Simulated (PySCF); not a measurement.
Cartesian coordinates in Å; atom numbers follow the order of the lines, from 1:
```xyz
18

C    -1.0050   -1.9670   -0.1247
C    -0.0245   -0.8330   -0.0591
C     1.3454   -1.0845    0.0586
C     2.2738   -0.0470    0.1203
C     1.8329    1.2717    0.0648
C     0.4695    1.5355   -0.0523
C    -0.4714    0.5038   -0.1155
C    -1.9343    0.8128   -0.2426
H    -1.5868   -1.9464   -1.0609
H    -0.4959   -2.9389   -0.0670
H    -1.7359   -1.9199    0.6992
H     1.6901   -2.1216    0.1025
H     3.3392   -0.2713    0.2121
H     2.5474    2.0970    0.1122
H     0.1215    2.5715   -0.0964
H    -2.3627    0.3758   -1.1596
H    -2.1129    1.8964   -0.2717
H    -2.5111    0.3987    0.6007
```

Geometry: PBE0-D3(BJ)/def2-SVP; GIAO shifts from PySCF, gas phase, non-relativistic, averaged over equivalent atoms.

At PBE0/pcSseg-1 (186 basis functions, 43 s wall time on 1 thread of an Arm Neoverse V1, shared host):
| atoms | δ (ppm) |
| --- | --- |
| C2/C7 | 141.6 |
| C3/C6 | 134.7 |
| C4/C5 | 131.6 |
| C1/C8 | 22.3 |
| H12/H15 | 7.24 |
| H13/H14 | 7.23 |
| H9/H10/H11/H16/H17/H18 | 2.23 |

δ = σ(ref) − σ, references computed at the same level: 13C (σ = 184.41 ppm), 1H (σ = 31.27 ppm) against TMS.

**Question.** What do these become at WP04/pcSseg-1?

**Answer.** 
```csv
atoms,δ at WP04/pcSseg-1,change
C2/C7,142.8,+1.2
C3/C6,134.3,-0.4
C4/C5,131.2,-0.4
C1/C8,23.3,+1.0
H12/H15,6.89,-0.35
H13/H14,6.91,-0.32
H9/H10/H11/H16/H17/H18,2.16,-0.07
```

Scale: 13C (σref 172.44), 1H (σref 31.56) vs TMS (reference shieldings calculated alike).

The largest change is at C2/C7 (substituted aromatic carbon). Cost: 186 basis functions, 26 s wall time on 1 thread of an Arm Neoverse V1, shared host. The order of the carbon signals is the same at both levels.
